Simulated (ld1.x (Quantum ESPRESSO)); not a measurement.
## Cutoff test, nickel (Ni), TM

nickel (Ni), norm-conserving Troullier–Martins (Kleinman–Bylander form), made with ld1.x (Quantum ESPRESSO) 7.5 (PBE, fully relativistic). Core [Ar], reference 3d8 4s0 4p0 (charge +2). Waves: 4s (bound, empty): rc 1.95 bohr; 4p (bound, empty): rc 2.40 bohr; 3d (bound): rc 1.35 bohr; 4f channel at 0.4 Ry: rc 2.20 bohr. Local part: all-electron potential smoothed inside 2.20 bohr (lloc = -1). Core correction: Bessel-smoothed model core, default radius (core density twice the valence density).

Open shells are filled in proportion to 2j + 1 (rel_dist='average').

The pseudo-atom Hamiltonian at the reference potential is diagonalised in spherical Bessel functions j_l(qr) that vanish at 20 bohr, with q² up to the cutoff. All-electron valence levels (Ry): 4s -1.5911, 4p1/2 -1.1115, 4p3/2 -1.1003, 3d3/2 -2.0955, 3d5/2 -2.0775.

How do the lowest levels (Ry) of each channel move with the cutoff, and are there ghosts?

```
cutoff (Ry)     s #1  p1/2 #1  p1/2 #2  p3/2 #1  p3/2 #2  d3/2 #1  d3/2 #2  d5/2 #1  d5/2 #2  f5/2 #1  f7/2 #1  Σ f·Δε (mRy)
          8  -1.5789  -1.1075  -0.4387  -1.0966  -0.4359  -0.6455  -0.3050  -0.6456  -0.3050  -0.2698  -0.2698       11513.5
         15  -1.5874  -1.1114  -0.4395  -1.1002  -0.4366  -0.6646  -0.3119  -0.6648  -0.3119  -0.2700  -0.2700       11360.4
         21  -1.5891  -1.1114  -0.4395  -1.1002  -0.4366  -0.6800  -0.3175  -0.6803  -0.3176  -0.2701  -0.2701       11236.3
         35  -1.5909  -1.1115  -0.4395  -1.1004  -0.4367  -0.7399  -0.3399  -0.7408  -0.3402  -0.2701  -0.2701       10754.4
         50  -1.5910  -1.1115  -0.4395  -1.1004  -0.4367  -1.0418  -0.4298  -1.0423  -0.4297  -0.2701  -0.2701        8341.0
         60  -1.5911  -1.1115  -0.4395  -1.1004  -0.4367  -1.3675  -0.4783  -1.3641  -0.4778  -0.2701  -0.2701        5754.1
         90  -1.5911  -1.1115  -0.4395  -1.1004  -0.4367  -1.9967  -0.5211  -1.9815  -0.5203  -0.2701  -0.2701         777.5
        120  -1.5911  -1.1115  -0.4395  -1.1004  -0.4367  -2.0890  -0.5250  -2.0712  -0.5241  -0.2701  -0.2701          51.2
        180  -1.5911  -1.1115  -0.4395  -1.1004  -0.4367  -2.0952  -0.5253  -2.0772  -0.5243  -0.2701  -0.2701           2.7
        230  -1.5911  -1.1115  -0.4395  -1.1004  -0.4367  -2.0954  -0.5253  -2.0774  -0.5244  -0.2701  -0.2701           1.2
        350  -1.5911  -1.1115  -0.4395  -1.1004  -0.4367  -2.0955  -0.5253  -2.0775  -0.5244  -0.2701  -0.2701           0.0
        400  -1.5911  -1.1115  -0.4395  -1.1004  -0.4367  -2.0955  -0.5253  -2.0775  -0.5244  -0.2701  -0.2701           0.0
```

Result: no extra level below or beside the all-electron valence levels (s, p1/2, p3/2, d3/2, d5/2, f5/2, f7/2 tested); 10 mRy is reached at 140 Ry and 1 mRy at 260 Ry.

Its largest configuration-test error is -1736 meV.
